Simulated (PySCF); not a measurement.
Si(NH2)4 (H8N4Si), SMILES N[Si](N)(N)N.

Geometry: B3LYP-D3(BJ)/def2-SVP. Other conformers were not sampled.

Computed with TDA-PBE/def2-SVPD (PySCF).

Vertical excitations; the highest root listed may be one member of a degenerate set. The molecule is in vacuum. State labels are in the subgroup C2.

Computed excitation energies, oscillator strengths and character:
```json
[
 {"state": "S1", "symmetry": "A", "energy (eV)": "5.04", "λ (nm)": "246", "f": "0.000", "main pairs": "HOMO→LUMO 100 %"},
 {"state": "S2", "symmetry": "B", "energy (eV)": "5.62", "λ (nm)": "221", "f": "0.060", "main pairs": "HOMO−1→LUMO (degenerate set)"},
 {"state": "S3", "symmetry": "B", "energy (eV)": "5.62", "λ (nm)": "221", "f": "0.060", "main pairs": "HOMO−2→LUMO (degenerate set)"},
 {"state": "S4", "symmetry": "A", "energy (eV)": "5.64", "λ (nm)": "220", "f": "0.040", "main pairs": "HOMO−3→LUMO 99 %"},
 {"state": "S5", "symmetry": "B", "energy (eV)": "6.45", "λ (nm)": "192", "f": "0.031", "main pairs": "HOMO→LUMO+1 (degenerate set)"},
 {"state": "S6", "symmetry": "B", "energy (eV)": "6.45", "λ (nm)": "192", "f": "0.031", "main pairs": "HOMO→LUMO+2 (degenerate set)"},
 {"state": "S7", "symmetry": "A", "energy (eV)": "6.47", "λ (nm)": "192", "f": "0.002", "main pairs": "HOMO→LUMO+3 98 %"},
 {"state": "S8", "symmetry": "A", "energy (eV)": "6.91", "λ (nm)": "179", "f": "0.000", "main pairs": "HOMO−1→LUMO+1 39 %, HOMO−2→LUMO+2 39 %, HOMO−3→LUMO+3 16 %"},
 {"state": "S9", "symmetry": "A", "energy (eV)": "6.93", "λ (nm)": "179", "f": "0.002", "main pairs": "HOMO−2→LUMO+2 43 %, HOMO−1→LUMO+1 43 %"},
 {"state": "S10", "symmetry": "B", "energy (eV)": "6.97", "λ (nm)": "178", "f": "0.020", "main pairs": "HOMO−3→LUMO+1 68 %, HOMO−1→LUMO+3 22 %"},
 {"state": "T1", "symmetry": "A", "energy (eV)": "4.92", "λ (nm)": "252", "f": "0", "main pairs": "HOMO→LUMO 100 %"},
 {"state": "T2", "symmetry": "B", "energy (eV)": "5.46", "λ (nm)": "227", "f": "0", "main pairs": "HOMO−1→LUMO (degenerate set)"},
 {"state": "T3", "symmetry": "B", "energy (eV)": "5.46", "λ (nm)": "227", "f": "0", "main pairs": "HOMO−2→LUMO (degenerate set)"},
 {"state": "T4", "symmetry": "A", "energy (eV)": "5.48", "λ (nm)": "226", "f": "0", "main pairs": "HOMO−3→LUMO 99 %"}
]
```
Triplets are in the Tamm–Dancoff approximation.
